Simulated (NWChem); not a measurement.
Species: KF; SMILES [F][K]

```xyz
2

K      0.0000     0.0000    -0.7269
F      0.0000     0.0000     1.4490
```
Atoms are numbered in this order, from 1.

Results from NWChem. Coordinates come from a B3LYP/6-31G* (spherical d) optimisation. B3LYP is NWChem's, with the RPA form of VWN correlation. Static field.

```csv
level,isotropic polarisability (bohr³),anisotropy (bohr³)
PBE/def2-SVPD,20.6,11.6
B3LYP/def2-SVPD,(withheld),(withheld)
Hartree-Fock/def2-SVPD,12.2,2.1
CAM-B3LYP/def2-SVPD,15.8,4.4
```

Question: Some entries are withheld; supply them.

Answer: 
- B3LYP/def2-SVPD, isotropic polarisability (bohr³): 17.0
- B3LYP/def2-SVPD, anisotropy (bohr³): 6.5
